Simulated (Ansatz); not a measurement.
Abridged output of a molecular run in Ansatz:

```
Functional definition: HF
1644 factors; integrals over basis functions are off by at most 9.9e-4 eV
mean field evaluation 1: about -63587.2786 eV, gradient 5.4e1 eV
mean field evaluation 2: about -63587.4574 eV, gradient 5.4e1 eV
mean field evaluation 4: about -63592.1779 eV, gradient 3.6e0 eV
mean field evaluation 8: about -63592.2327 eV, gradient 3.7e-1 eV
mean field -63592.23343256 eV, -2336.9714742827 hartree, gradient 2.8e-6 eV, S^2 0.000000; 0 other end points of the search recorded, 0 dependent functions left out
14 core orbitals not correlated: weight in the atoms' cores, before any rotation towards them, 1.000 or more for the frozen orbitals, at most 0.000 for the correlated occupied ones
reference -63592.23343256 eV, -2336.9714742827 hartree; 24, 24 occupied and 221, 221 virtual orbitals, 1644 factors
second order -38.08256739 eV of doubles, -0.00000000 eV of singles
cycle   1  -37.24816870 eV  change    8.3e-1 eV  update   1.3e-1
cycle   2  -38.11193601 eV  change   -8.6e-1 eV  update   3.9e-2
cycle   3  -38.29889117 eV  change   -1.9e-1 eV  update   1.9e-2
cycle   4  -38.27817063 eV  change    2.1e-2 eV  update   4.2e-3
cycle   5  -38.27304769 eV  change    5.1e-3 eV  update   1.7e-3
cycle   6  -38.27464431 eV  change   -1.6e-3 eV  update   5.1e-4
cycle   7  -38.27464185 eV  change    2.5e-6 eV  update   1.8e-4
cycle   8  -38.27448094 eV  change    1.6e-4 eV  update   5.7e-5
cycle   9  -38.27447955 eV  change    1.4e-6 eV  update   2.1e-5
perturbative correction -1.22171510 eV, -0.0448972016 hartree
Total energy: -63631.72962720 eV, -2338.4229326642 hartree
```

Its atoms:

Cartesian coordinates in Å:
```
C 0.397 -1.371 -0.170
O 0.565 0.027 -0.475
Ga -0.505 1.431 0.497
F -0.756 2.364 -0.969
F 0.570 2.048 1.721
F -1.829 0.424 1.049
H 1.102 -1.949 -0.766
H -0.630 -1.682 -0.355
H 0.628 -1.485 0.886
H 0.458 0.193 -1.419
```

(1) Which basis set was used?
A. cc-pV(D+d)Z
B. cc-pV(Q+d)Z
C. def2-TZVPP
D. def2-TZVPPD

(2) Write the keys of the input that set method, charge and spin (a neutral closed shell needs none for the last two).

Results:

(1) C. It gives 259 functions.

(2) 
```yaml
correlation: {method: ccsd_t}
```
